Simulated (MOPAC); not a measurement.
A run for MOPAC: AM1 on ClHSi (SMILES [SiH]Cl), a point of a bond scan (R = 3.665 Å).

```
AM1 1SCF PRECISE CHARGE=0 THREADS=1
ClHSi

Si     0.78708045 1    -0.22621477 1     0.74859549 1
H      1.83074512 1    -0.49356290 1    -0.33253173 1
Cl    -1.91309122 1     0.54648443 1    -1.60607361 1
```

It printed:

```
*******************************************************************************
 **                                                                           **
 **                              MOPAC v23.2.5                                **
 **                                                                           **
 *******************************************************************************
 ** MOPAC's Digital Object Identifier: https://doi.org/10.5281/zenodo.6511958 **
 **                                                                           **
 ** Please cite the open-source release paper for use of this MOPAC version:  **
 ** J. E. Moussa and J. J. P. Stewart (2026)                                  **
 ** MOPAC: An open-source semiempirical molecular orbital program             **
 ** J. Open Source Softw., 11(119), 8025, https://doi.org/10.21105/joss.08025 **
 *******************************************************************************

                              AM1 CALCULATION RESULTS

 *******************************************************************************
 *  AM1        - The AM1 Hamiltonian to be used
 *
 *
 *
 *                 CHARGE ON SYSTEM = 0
 *
 *
 *
 *  PRECISE    - TIGHTER CRITERIA TO BE USED
 *  1SCF       - DO 1 SCF AND THEN STOP
 *  THREADS=1  - MULTI-THREADING NOT USED
 *  T=         - A TIME OF 172800.0 SECONDS REQUESTED
 *  DUMP=N     - RESTART FILE WRITTEN EVERY 7200.0 SECONDS REQUESTED
 *******************************************************************************
AM1 1SCF PRECISE CHARGE=0 THREADS=1
 ClHSi

   ATOM   CHEMICAL          X               Y               Z
  NUMBER   SYMBOL      (ANGSTROMS)     (ANGSTROMS)     (ANGSTROMS)

     1      Si          0.78708045  *  -0.22621477  *   0.74859549  *
     2       H          1.83074512  *  -0.49356290  *  -0.33253173  *
     3      Cl         -1.91309122  *   0.54648443  *  -1.60607361  *



          CARTESIAN COORDINATES

    NO.       ATOM           X           Y           Z

     1        Si          0.7871     -0.2262      0.7486
     2         H          1.8307     -0.4936     -0.3325
     3        Cl         -1.9131      0.5465     -1.6061

  H: (AM1): M.J.S. DEWAR ET AL, J. AM. CHEM. SOC. 107 3902-3909 (1985)
 Si: (AM1): M.J.S.DEWAR, C. JIE, ORGANOMETALLICS, 6, 1486-1490 (1987).
 Cl: (AM1): M.J.S. DEWAR AND E. G. ZOEBISCH, THEOCHEM, 180, 1 (1988).

           Empirical Formula: H Si Cl  =     3 atoms



      MOLECULAR POINT GROUP   :   Cs


      RHF CALCULATION, NO. OF DOUBLY OCCUPIED LEVELS = 6


 -------------------------------------------------------------------------------
 AM1 1SCF PRECISE CHARGE=0 THREADS=1
 ClHSi



     1SCF WAS SPECIFIED, SO BFGS WAS NOT USED
     SCF FIELD WAS ACHIEVED


                              AM1 CALCULATION
                                                       MOPAC v23.2.5 Linux




          FINAL HEAT OF FORMATION =        114.62723 KCAL/MOL =     479.60033 KJ/MOL


          COSMO AREA              =        114.19 SQUARE ANGSTROMS
          COSMO VOLUME            =         99.31 CUBIC ANGSTROMS

          IONIZATION POTENTIAL    =          8.489154 EV
          HOMO LUMO ENERGIES (EV) =         -8.489 -2.963
          NO. OF FILLED LEVELS    =          6
          MOLECULAR WEIGHT        =         64.5464         POINT GROUP:  Cs

          MOLECULAR DIMENSIONS (Angstroms)

            Atom       Atom       Distance
           Cl     3    H     2     4.08900
            H     2   Si     1     1.36301
            H     2   Cl     3     0.00000


          SCF CALCULATIONS        =          1





   ATOM   CHEMICAL          X               Y               Z
  NUMBER   SYMBOL      (ANGSTROMS)     (ANGSTROMS)     (ANGSTROMS)

     1      Si          0.78708045  *  -0.22621477  *   0.74859549  *
     2       H          1.83074512  *  -0.49356290  *  -0.33253173  *
     3      Cl         -1.91309122  *   0.54648443  *  -1.60607361  *

                             CARTESIAN COORDINATES

   1   Si        0.787080450    -0.226214770     0.748595490
   2    H        1.830745120    -0.493562900    -0.332531730
   3   Cl       -1.913091220     0.546484430    -1.606073610


           Empirical Formula: H Si Cl  =     3 atoms



      MOLECULAR POINT GROUP   :   Cs


                  EIGENVALUES
 -31.48863 -15.09453 -10.57965  -8.72262  -8.71649  -8.48915  -2.96290  -2.68233
   0.15173


              NET ATOMIC CHARGES AND DIPOLE CONTRIBUTIONS

  ATOM NO.   TYPE          CHARGE      No. of ELECS.   s-Pop       p-Pop
    1         Si           1.003476        2.9965     1.79848     1.19804
    2          H          -0.315270        1.3153     1.31527
    3         Cl          -0.688206        7.6882     1.99974     5.68846
 DIPOLE           X         Y         Z       TOTAL
 POINT-CHG.     7.345    -2.149     9.421    12.138
 HYBRID         1.021    -0.237    -2.628     2.829
 SUM            8.366    -2.386     6.793    11.038


          ATOMIC ORBITAL ELECTRON POPULATIONS

     Atom    s        px        py        pz
    1 Si   1.79848   0.46153   0.03686   0.69965
    2  H   1.31527
    3 Cl   1.99974   1.83306   1.98171   1.87369

 **********************
 *                    *
 * JOB ENDED NORMALLY *
 *                    *
 **********************




 == MOPAC DONE ==
```

The run finished.

Cost: around 0.020 core-seconds (rough).
